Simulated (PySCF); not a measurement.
C5H6O2, SMILES Cc1coc(O)c1.

Coordinates come from a TPSSh-D3(BJ)/def2-SVP optimisation. The values are those of a single conformer.

Level of theory: PySCF 2.14.0 with TDDFT-PBE/def2-SVPD.

Vertical excitations. Gas-phase values at a fixed geometry. State labels are in the subgroup Cs.

Computed excitation energies, oscillator strengths and character:
```tsv
state	symmetry	energy (eV)	λ (nm)	f	main pairs
S1	A"	4.39	282	0.000	HOMO→LUMO 100 %
S2	A"	5.18	239	0.000	HOMO→LUMO+2 100 %
S3	A'	5.72	217	0.128	HOMO→LUMO+1 76 %, HOMO→LUMO+3 14 %
S4	A"	5.94	209	0.001	HOMO−1→LUMO 98 %
S5	A'	5.96	208	0.071	HOMO→LUMO+3 61 %, HOMO→LUMO+1 20 %, HOMO−1→LUMO+1 16 %
S6	A"	5.97	208	0.013	HOMO→LUMO+4 98 %
S7	A"	6.18	201	0.002	HOMO→LUMO+5 99 %
S8	A"	6.43	193	0.002	HOMO→LUMO+6 99 %
S9	A"	6.74	184	0.000	HOMO−1→LUMO+2 100 %
S10	A'	7.09	175	0.108	HOMO→LUMO+8 55 %, HOMO−1→LUMO+1 33 %
T1	A'	3.98	311	0	HOMO→LUMO+1 98 %
T2	A"	4.30	289	0	HOMO→LUMO 100 %
T3	A'	4.98	249	0	HOMO→LUMO+3 92 %
T4	A"	5.14	241	0	HOMO→LUMO+2 100 %
```
Triplets are in the Tamm–Dancoff approximation, which puts them higher than full response would, so one can lie above its singlet here.
